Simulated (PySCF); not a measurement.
C₃H₅ClOSi, SMILES O1[Si@H](Cl)CC=C1. Geometry: PBE-D3(BJ)/def2-SVP. The structure was generated by enumeration; whether it is a known compound was not checked. Other conformers were not sampled.

Computed equilibrium geometry at PBE-D3(BJ)/def2-SVP (PySCF confirms it by a frequency run) as bond lengths and angles (one conformer of several):
Atoms: Cl1 Si2 C3 C4 C5 O6 H7 H8 H9 H10 H11. Bonded distances (Å): Cl1–Si2 2.078, Si2–C3 1.894, Si2–O6 1.716, Si2–H7 1.492, C3–C4 1.516, C3–H8 1.113, C3–H9 1.111, C4–C5 1.353, C4–H10 1.100, C5–O6 1.379, C5–H11 1.101. Angles (°): Cl1–Si2–C3 113.2, Cl1–Si2–O6 110.0, Cl1–Si2–H7 107.4, C3–Si2–O6 96.1, C3–Si2–H7 120.2, O6–Si2–H7 109.3, Si2–C3–C4 100.0, Si2–C3–H8 111.8, Si2–C3–H9 112.5, C4–C3–H8 112.6, C4–C3–H9 113.3, H8–C3–H9 106.8, C3–C4–C5 115.4, C3–C4–H10 122.6, C5–C4–H10 121.9, C4–C5–O6 119.5, C4–C5–H11 126.4, O6–C5–H11 114.1, Si2–O6–C5 108.1.
Charge 0, spin multiplicity 1.
